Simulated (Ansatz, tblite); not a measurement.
Removing and adding an electron: Al8Sb7I3. Total charge 0; singlet. Geometry: PBE-D4/def2-SVP. Ansatz, gas phase; energy differences of separate SCF runs; the oxidised species was run as a doublet alone; the reduced species was run as a doublet alone.

```csv
atom,x (Å),y (Å),z (Å)
Sb1,-2.5587,0.8540,-0.2528
Sb2,-1.3937,-2.9264,-1.8807
Sb3,-0.4448,2.1298,3.5263
Sb4,-0.3468,-2.0674,2.8430
Sb5,1.2483,0.6616,-2.9874
Sb6,3.2299,-2.3031,-0.1022
Sb7,1.7004,1.9569,1.5249
Al8,0.2418,0.8044,-0.5139
Al9,-1.0443,2.6580,1.0698
Al10,-1.3643,-0.3593,-2.5884
Al11,-1.0526,-1.5402,0.3620
Al12,1.4756,-0.8346,1.3301
Al13,1.0188,-1.7935,-1.5450
Al14,-1.9263,0.0940,2.5083
Al15,3.1806,0.0754,-1.1793
I16,-2.6180,0.6181,-4.5417
I17,-4.2624,0.0856,3.4735
I18,4.9164,1.8866,-1.0467
```

In the def2 sets I, Sb take a core potential; there is no spin–orbit coupling. The xTB rows come from tblite. Single mean-field runs in def2-TZVP are fitted with def2-universal-jkfit. HOMO above LUMO, or a gap near zero within one spin, warns that the state may not be the lowest or that an electron is smeared out.

```json
{"level": "GFN2-xTB", "−HOMO (eV)": "8.53", "vertical IE (eV)": "9.98", "−LUMO (eV)": "8.45", "vertical EA (eV)": "7.00", "HOMO–LUMO gap (eV)": "0.07", "IE − EA (eV)": "2.98"}
{"level": "PBE0-D4/def2-TZVP", "−HOMO (eV)": "6.18", "vertical IE (eV)": "7.18", "−LUMO (eV)": "3.88", "vertical EA (eV)": "3.00", "HOMO–LUMO gap (eV)": "2.31", "IE − EA (eV)": "4.18"}
```

(1) Estimate the rows for GFN1-xTB, PBE-D4/def2-TZVP.

Results:

(1) 
```
           level  −HOMO (eV)  vertical IE (eV)  −LUMO (eV)  vertical EA (eV)  HOMO–LUMO gap (eV)  IE − EA (eV)                                     remarks
        GFN1-xTB        8.04              9.73        7.75              6.11                0.29          3.63                                           –
PBE-D4/def2-TZVP        5.46              6.94        4.24              2.82                1.22          4.12  gap within one spin near zero (+1 doublet)
```

Relaxing the reduced species (PBE-D4/def2-SVP) changes its energy by -0.29 eV at PBE-D4/def2-TZVP, so the adiabatic electron affinity to this nearest minimum is 3.10 eV. At PBE0-D4/def2-TZVP it is 3.29 eV.  Run but left out: HF/def2-TZVP (singlet: restricted singlet, unstable in another Hartree–Fock run and untested here).   Raw xTB energy differences between charge states are shifted by several eV; the methods need an empirical correction for them. Sets without diffuse functions give affinities that are too small.
